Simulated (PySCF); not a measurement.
ClFH5NSi2, SMILES N[SiH2][Si@H](F)Cl. Atoms are numbered in the order given.

```xyz
10

N     -2.7374     0.6151     0.8395
Si    -1.5501    -0.4473     0.1592
Si     0.6751     0.2923     0.3030
F      0.8067     1.7293    -0.4541
Cl     1.8880    -1.0587    -0.6909
H     -2.8228     0.6921     1.8469
H     -2.9163     1.5090     0.3950
H     -1.8303    -0.6289    -1.2967
H     -1.6191    -1.7593     0.8713
H      1.2443     0.4849     1.6677
```

Coordinates come from a PBE0-D3(BJ)/def2-SVP optimisation. The structure was generated by enumeration; whether it is a known compound was not checked. Other conformers were not sampled.

Computed with PBE0/pcSseg-1 (PySCF).

GIAO shieldings, no solvent; atoms listed in one row are averaged. δ = σ(ref) − σ: ¹⁵N against NH3 (σ = 267.4 ppm); ²⁹Si against TMS (σ = 352.7 ppm); ¹⁹F against CFCl3 (σ = 167.2 ppm); ³⁵Cl against HCl (σ = 945.9 ppm); ¹H against TMS (σ = 31.56 ppm), references at their B3LYP-D3(BJ)/def2-TZVP geometries, non-relativistic (without spin–orbit terms, shifts of atoms bonded to Cl or Br come out too high).

Estimate the chemical shifts. (An estimate is asked for; the answer gives what the named calculation found.)


| nucleus | atoms | count | δ (ppm) |
|---|---|---|---|
| ¹⁵N | N1 | 1 | -3.3 |
| ²⁹Si | Si3 | 1 | 23.5 |
| ²⁹Si | Si2 | 1 | -49.4 |
| ¹⁹F | F4 | 1 | -185.6 |
| ³⁵Cl | Cl5 | 1 | 52.6 |
| ¹H | H10 | 1 | 6.10 |
| ¹H | H8 | 1 | 5.15 |
| ¹H | H9 | 1 | 4.95 |
| ¹H | H7 | 1 | 0.14 |
| ¹H | H6 | 1 | 0.01 |
